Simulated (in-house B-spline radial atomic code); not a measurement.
## Ca2+: [Ne] 3s2 3p6

Method: Dirac-Kohn-Sham wB97X, spherical fractional occupations, Fermi nucleus of rms radius 3.4776 fm. Calculated with a radial B-spline atomic code at the basis-set limit.

Effective charges: Z_r = [3n² - l(l+1)]/(2<r>) from the radius, Z_e = n√(-2ε) from the energy, and Slater's rules. Values are occupation-weighted means over j.

```json
{"shell": "1s", "electrons": "2", "ε (eV)": "-3990.8", "<r> (bohr)": "0.07681", "Z_r": "19.53", "Z_e": "17.13", "Slater": "19.70"}
{"shell": "2s", "electrons": "2", "ε (eV)": "-441.33", "<r> (bohr)": "0.3634", "Z_r": "16.51", "Z_e": "11.39", "Slater": "15.85"}
{"shell": "2p", "electrons": "6", "ε (eV)": "-359.82", "<r> (bohr)": "0.3273", "Z_r": "15.28", "Z_e": "10.29", "Slater": "15.85"}
{"shell": "3s", "electrons": "2", "ε (eV)": "-68.463", "<r> (bohr)": "1.153", "Z_r": "11.71", "Z_e": "6.73", "Slater": "8.75"}
{"shell": "3p", "electrons": "6", "ε (eV)": "-47.919", "<r> (bohr)": "1.255", "Z_r": "9.96", "Z_e": "5.63", "Slater": "8.75"}
```

The least bound orbital is 3p3/2 at -47.79 eV, and it is also the most diffuse (<r> = 1.258 bohr).

Spin-orbit splittings of the orbital energies (j = l + 1/2 above j = l - 1/2 when positive): 2p 3.705 eV, 3p 0.3989 eV.

For the 1s electron the small component carries 0.511 % of the norm, the zero-frequency Breit interaction raises the level by 3.606 eV, self-energy by 1.671 eV, and vacuum polarisation lowers it by 0.1235 eV.

The density falls to 0.001 bohr⁻³ at 2.965 bohr; Σ<r²> = 15.271 bohr² gives, by the non-relativistic formula and without the paramagnetism of open shells, a Langevin diamagnetic susceptibility of -12.09×10⁻⁶ cm³/mol.
